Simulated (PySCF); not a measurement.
**`CCO[Si@@H](N)OC`, C3H11NO2Si**

Cartesian coordinates in Å; atom numbers follow the order of the lines, from 1:
```xyz
18

C     2.517   -0.495   -0.454
C     1.553   -0.419    0.722
O     0.222   -0.470    0.296
Si   -0.743    0.737   -0.197
N    -0.077    1.663   -1.491
O    -2.046    0.087   -0.900
C    -2.820   -0.968   -0.417
H     3.544   -0.447   -0.100
H     2.367   -1.427   -0.993
H     2.326    0.330   -1.134
H     1.730    0.502    1.291
H     1.704   -1.274    1.391
H    -1.113    1.519    0.992
H     0.659    2.314   -1.274
H    -0.735    2.093   -2.120
H    -2.193   -1.806   -0.111
H    -3.416   -0.644    0.441
H    -3.489   -1.287   -1.219
```

Computed with GIAO B3LYP/pcSseg-1 magnetisability, rotational g tensor and spin-rotation constants, non-relativistic, gas phase (PySCF 2.14.0). Geometry: GFN2-xTB.

Task: How diamagnetic is it, and how anisotropic?

Result: Isotropic -1257 × 10⁻³⁰ J/T², or -75.7 × 10⁻⁶ cm³/mol; principal values -1353, -1243, -1175 × 10⁻³⁰ J/T², anisotropy 156 × 10⁻³⁰ J/T² (root of half the summed squared differences of the principal values). The susceptibility is in cgs units.

Task: Split it along the inertial axes a, b, c into diamagnetic and paramagnetic parts about the centre of mass, with the quadrupole moment.

Result: 
| axis | χ (10⁻⁶ cm³/mol) | diamagnetic (10⁻⁶ cm³/mol) | paramagnetic (10⁻⁶ cm³/mol) | summed x² of all electrons (Å²) | quadrupole Θ (D Å) |
| --- | --- | --- | --- | --- | --- |
| a | -77.6 | -474.9 | 397.3 | 210.6 | +3.42 |
| b | -78.4 | -1031.8 | 953.4 | 79.3 | +4.03 |
| c | -71.1 | -1230.1 | 1159.0 | 32.6 | -7.46 |

Anisotropies 2χaa − χbb − χcc = -5.7 and 2χbb − χaa − χcc = -8.2 × 10⁻⁶ cm³/mol. Θ is traceless in Buckingham's convention.

Task: And the rotational g tensor?

Result: 
| axis | rotational constant (GHz) | g | nuclear part | electronic part |
| --- | --- | --- | --- | --- |
| a | 3.4587 | -0.0178 | 0.6278 | -0.6456 |
| b | 1.3595 | -0.0067 | 0.6023 | -0.6089 |
| c | 1.1088 | -0.0058 | 0.5980 | -0.6037 |

Asymmetric top; isotopes 12C, 1H, 14N, 16O, 28Si; no vibrational averaging.
